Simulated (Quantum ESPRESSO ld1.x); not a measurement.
All-electron atom: Ca+ in [Ar] 4s1 (the NIST ground configuration).

Method: scalar-relativistic Kohn-Sham, PW91, spin-unpolarised, spherical densities, point nucleus; computed with ld1.x of Quantum ESPRESSO 7.5.

Energy parts (eV):
total: -18512.4
kinetic: 18638.0
electron-nucleus: -43832.3
Hartree: 7663.0
exchange-correlation: -981.1

Orbitals (lengths in bohr, moments of r in powers of bohr):
| orbital | occ. | eigenvalue (eV) | <r> | <r^2> |
|---|---|---|---|---|
| 1s | 2 | -3957.72 | 0.07685 | 0.007943 |
| 2s | 2 | -421.533 | 0.3644 | 0.1572 |
| 2p | 6 | -342.044 | 0.3277 | 0.1329 |
| 3s | 2 | -54.0437 | 1.154 | 1.538 |
| 3p | 6 | -34.9559 | 1.266 | 1.889 |
| 3d | 0 | -8.4013 | 1.963 | 5.066 |
| 4s | 1 | -8.9858 | 3.603 | 14.74 |
| 4p | 0 | -5.9596 | 4.444 | 22.46 |

The highest occupied level is 4s at -8.986 eV. Summed over all electrons, <r^2> = 30.28 bohr^2, which gives a Langevin (diamagnetic) susceptibility term of -24 x 10^-6 cm^3/mol.
